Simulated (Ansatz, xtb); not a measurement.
Relative energy of two structures of CH4AuB

Structure I is a singlet given by its coordinates and structure II is `C[BH][Au]`, a singlet. Both are isolated molecules in the gas phase, relaxed with PBE0-D3(BJ)/def2-SVP.

I (Å):

```xyz
7

C     0.2645   -0.9690    0.9430
Au   -0.0344   -1.6609   -1.0000
B    -0.9006   -0.0504    0.5342
H     0.1056   -1.8386    1.5957
H    -0.6802    1.0391    0.0492
H     1.2998   -0.6017    0.9715
H    -2.0462   -0.3757    0.7632
```

Close contacts (Å): C1–Au2 2.08, C1–B3 1.54, Au2–B3 2.39, C1–H4 1.10, C1–H6 1.10, B3–H5 1.21, B3–H7 1.21.

II (Å):

```yaml
atoms:
  - { symbol: C, position_ang: [-1.4273, -1.7843, -1.7719] }
  - { symbol: Au, position_ang: [0.8971, 0.1629, -2.5722] }
  - { symbol: B, position_ang: [0.0582, -1.3665, -1.5849] }
  - { symbol: H, position_ang: [-1.8661, -2.1617, -0.8331] }
  - { symbol: H, position_ang: [-2.0921, -1.0409, -2.2294] }
  - { symbol: H, position_ang: [-1.3864, -2.6575, -2.4554] }
  - { symbol: H, position_ang: [0.8181, -1.9816, -0.8675] }
```

Quicker runs give these differences E(II) − E(I): GFN2-xTB −1.7 kcal/mol; r2SCAN-D4/def2-SVP −15.7 kcal/mol (at GFN2-xTB geometries).

Estimate E(II) − E(I) at the level CCSD(T)/def2-TZVP.

Calculated at CCSD(T)/def2-TZVP: E(II) − E(I) = −12.6 kcal/mol, so structure II lies lower.

How the difference moves with the method:

```
               level              geometry  E(II) − E(I) (kcal/mol)  departure from the last row (kcal/mol)  job, with rough time for the two
            GFN2-xTB              GFN2-xTB                      −1.7                                   +10.9              optimisation, 0.87 s
  r2SCAN-D4/def2-SVP              GFN2-xTB                     −15.7                                    −3.0                single point, 10 s
PBE0-D3(BJ)/def2-SVP  PBE0-D3(BJ)/def2-SVP                     −14.2                                    −1.6             optimisation, 3.5 min
        HF/def2-TZVP  PBE0-D3(BJ)/def2-SVP                      −8.7                                    +3.9           part of the CCSD(T) run
       MP2/def2-TZVP  PBE0-D3(BJ)/def2-SVP                     −14.1                                    −1.4           part of the CCSD(T) run
   CCSD(T)/def2-TZVP  PBE0-D3(BJ)/def2-SVP                     −12.6                                                     single point, 3.3 min
```

None of the levels shown reverses the order. The largest departure from CCSD(T)/def2-TZVP is that of GFN2-xTB, 10.9 kcal/mol.

With harmonic frequencies from PBE0-D3(BJ)/def2-SVP (ideal gas, rigid rotor, one conformer each, 298.15 K, 1 atm): on the last row, ΔE + ΔZPE = −12.1, ΔH = −11.8, ΔG = −12.7 kcal/mol.

The T1 diagnostic of structures I and II is large, so the coupled-cluster value is less sure. The correlated steps freeze 2 core orbitals; the last core shell of Au is correlated, in a basis made for valence electrons. Atoms past krypton carry core potentials in the def2 sets and no spin–orbit term is included. Mirror images aren't counted in ΔG. Programs: Ansatz 0.2.0, xtb 6.7.1; the last row on 1 thread of AMD EPYC (Zen 3) on a shared host.
